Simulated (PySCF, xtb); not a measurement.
ZnH, SMILES [ZnH+] (connectivity only; charge and spin as stated), charge +1, multiplicity 1.

xtb with GFN2-xTB at its own geometry gives an orbital gap of 4.56 eV.

The structure is a stationary point at PBE-D3(BJ)/def2-TZVPD. The spin state was assumed, not searched.

What does ωB97X/def2-TZVPD run with PySCF give? (Estimate from the structure and the level; the computed values follow.)

gap 10.95 eV (levels -18.99 and -8.04 eV).
